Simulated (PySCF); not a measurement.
Species: C8H7NO.
Cartesian coordinates in Å at the PBE0-D3(BJ)/def2-SVP level; atoms count from 1:
```xyz
17
C8H7NO angstrom
O     -0.786    2.353   -0.365
C     -0.782    1.008   -0.204
C     -1.912    0.222   -0.029
C     -1.803   -1.176    0.132
C     -0.577   -1.819    0.122
C      0.586   -1.042   -0.054
C      1.990   -1.325   -0.119
C      2.635   -0.127   -0.310
N      1.715    0.887   -0.366
C      0.461    0.359   -0.214
H     -1.695    2.669   -0.340
H     -2.898    0.697   -0.017
H     -2.718   -1.757    0.266
H     -0.511   -2.901    0.248
H      2.466   -2.300   -0.036
H      3.698    0.082   -0.411
H      1.909    1.868   -0.499
```

Method: TDDFT CAM-B3LYP/def2-SVPD, vertical, gas phase, core orbitals frozen in the response in PySCF.

Broadening: Gaussians 0.5 eV wide at half height, area fixed by f = 4.319×10⁻⁹ ∫ε dν̃. The cross-section is σ = 3.8235×10⁻²¹ ε cm², given in Mb (10⁻¹⁸ cm²). The width is an assumption, not a result. The curve ends short of the highest state used, and states not computed would add to its high-energy end.

```tsv
λ (nm)	σ (Mb)
219.3	1.18
220.7	1.63
222.0	2.19
223.4	2.98
224.8	3.96
226.1	5.07
227.5	6.45
228.8	7.89
230.2	9.60
231.6	11.42
232.9	13.16
234.3	15.03
235.7	16.83
237.0	18.39
238.4	19.89
239.8	21.14
241.1	22.05
242.5	22.73
243.8	23.06
245.2	23.10
246.6	22.82
247.9	22.28
249.3	21.45
250.7	20.38
252.0	19.22
253.4	17.83
254.7	16.45
256.1	14.91
257.5	13.37
258.8	11.95
260.2	10.49
261.6	9.10
262.9	7.90
264.3	6.72
265.7	5.65
267.0	4.77
268.4	3.94
269.7	3.27
271.1	2.65
272.5	2.13
273.8	1.72
275.2	1.36
276.6	1.07
277.9	0.84
279.3	0.65
280.7	0.50
282.0	0.38
283.4	0.29
284.7	0.22
286.1	0.17
287.5	0.12
288.8	0.09
290.2	0.07
291.6	0.05
292.9	0.04
294.3	0.03
```

(1) Where are the band maxima, and which computed states make them?

(2) Coming from long wavelengths, where does ε first pass 100 L mol⁻¹ cm⁻¹?

(3) On this curve, what absorbance would a 10⁻⁴ mol/L sample give at 248 nm over a 1 cm path?

## Answers

(1) 245 nm (5.07 eV), ε about 6000, made up of S1 (50%) and S2 (50%) (ε in L mol⁻¹ cm⁻¹; maxima over ε = 5, shares over 10%). The states used: S1 4.96 eV (f 0.063); S2 5.17 eV (f 0.064); S3 5.36 eV (f 0.0000); S4 6.00 eV (f 0.0014); S5 6.17 eV (f 0.0050); S6 6.25 eV (f 0.0011).

(2) At about 282 nm (4.40 eV), 0.57 eV below S1.

(3) 248 nm is 4.999 eV, where ε is about 5800 L mol⁻¹ cm⁻¹, so A = ε c l ≈ 0.58 (Beer–Lambert, with the gas-phase spectrum and the assumed width).

One conformer stands for the species.
